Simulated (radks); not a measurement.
Q: The mean radii <r> (bohr) of the occupied orbitals of an atom or ion are listed with their occupations. All-electron calculation, non-relativistic Kohn-Sham, AM05, spin-unpolarised, spherical densities, point nucleus. Program: a radial shooting solver on a logarithmic mesh with Libxc functionals.

orbital  occ.      <r>
1s          2  0.05697
2s          2   0.2589
2p          6   0.2261
3s          2   0.7764
3p          4   0.8061
3d          8   0.9228

Name the element and its charge.

A: Z = 27, cobalt, charge +3: Co3+ in [Ne] 3s2 3p4 3d8. The 1s radius gives Z: for a bare nucleus <r> = 1.5/Z, 0.05556 bohr for Z = 27, and screening makes it slightly larger (0.05697 here). The occupations add up to 24, and the charge is Z minus that.
